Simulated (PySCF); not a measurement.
C3H6Cl, multiplicity 2. Atoms are numbered in the order given.

```xyz
10

C     -1.0659     0.0249    -1.3060
C     -0.3915    -0.1754     0.0000
C     -1.0659     0.0249     1.3060
Cl     1.3316     0.0152     0.0000
H     -1.1103     1.0960    -1.5900
H     -2.1012    -0.3471    -1.2626
H     -0.5371    -0.5015    -2.1148
H     -0.5371    -0.5015     2.1148
H     -1.1103     1.0960     1.5900
H     -2.1012    -0.3471     1.2626
```
Charge 0, spin multiplicity 2.

Geometry optimised at PBE0-D3(BJ)/def2-SVP. The isomer is the one that the SMILES or the coordinates give; other isomers of the formula were not compared.

Computed with PBE/def2-TZVP run with PySCF.

Gas-phase values at a fixed geometry.

| Quantity | Result |
|---|---|
| total energy | -577.78483 hartree |
| point group | Cs |
| α spin, highest occupied and lowest empty level | -4.16 and 0.18 eV |
| β spin, highest occupied and lowest empty level | -7.16 and -2.38 eV |
| dipole moment | 0.332 e·Å |
| quadrupole, principal values (traceless, Buckingham form, about the centre of nuclear charge) | -1.41, 0.18, 1.23 D·Å |
| mean static polarisability | 51.8 bohr³ (7.67 Å³) |
| polarisability, principal values | 41.1, 53.5, 60.7 bohr³ |
| ⟨S²⟩ | 0.753 (pure state 0.75) |
